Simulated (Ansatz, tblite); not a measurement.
Cost and result up the ladder for C21H15N3 (relaxed from a model of trityl dicyanamide, whose bonding it doesn't keep) (39 atoms). Charge 0, multiplicity 1. Geometry: PBE-D4/def2-SVP.

Cartesian coordinates in Å:
```
N 5.086 -2.236 -2.627
C 4.188 -1.489 -2.461
N 3.252 -0.573 -2.313
C 2.087 -0.526 -1.882
N 0.920 -0.360 -1.613
C -3.521 -2.476 -0.653
C -2.885 -2.044 -1.827
C -1.710 -1.283 -1.753
C -1.153 -0.949 -0.505
C 0.097 -0.054 -0.436
C -0.292 1.438 -0.528
C -1.591 1.880 -0.221
C -1.904 3.249 -0.254
C -0.926 4.191 -0.600
C 0.373 3.756 -0.911
C 0.686 2.391 -0.874
C 0.911 -0.350 0.841
C 1.043 0.585 1.882
C 1.780 0.264 3.035
C 2.392 -0.989 3.158
C 2.257 -1.932 2.125
C 1.516 -1.616 0.980
C -1.792 -1.388 0.669
C -2.972 -2.145 0.595
H -4.443 -3.076 -0.711
H -3.306 -2.302 -2.811
H -1.209 -0.943 -2.672
H -2.369 1.151 0.045
H -2.927 3.576 -0.013
H -1.173 5.263 -0.631
H 1.150 4.485 -1.186
H 1.711 2.069 -1.112
H 0.570 1.573 1.794
H 1.877 1.009 3.840
H 2.975 -1.236 4.059
H 2.729 -2.922 2.213
H 1.398 -2.369 0.185
H -1.364 -1.137 1.651
H -3.460 -2.484 1.521
```

Ansatz on 2 threads of AMD EPYC 7R13 on a shared host and a share (18 GiB) of an NVIDIA H100 80GB HBM3; xTB runs through tblite on one thread. Times are rough, summed over both states, and most runs start from the orbitals of an earlier one. PBE0-D4/def2-TZVP serves as the yardstick here, not as an exact answer. The other state is a triplet.

The xTB rows come from tblite. Single mean-field runs in def2-TZVP are fitted with def2-universal-jkfit.

xTB has no spin-polarisation term.

```json
{"level": "GFN2-xTB", "functions": "111", "wall time": "0.19 s", "vertical triplet (eV)": "3.94", "difference from PBE0-D4/def2-TZVP (eV)": "-0.11"}
{"level": "GFN1-xTB", "functions": "126", "wall time": "0.22 s", "vertical triplet (eV)": "3.99", "difference from PBE0-D4/def2-TZVP (eV)": "-0.05"}
{"level": "PBE-D4/def2-TZVP", "functions": "834", "wall time": "24 s", "vertical triplet (eV)": "4.05", "difference from PBE0-D4/def2-TZVP (eV)": "0.00"}
{"level": "PBE0-D4/def2-TZVP (with forces)", "functions": "834", "wall time": "40 s", "vertical triplet (eV)": "4.04", "difference from PBE0-D4/def2-TZVP (eV)": "0.00"}
```
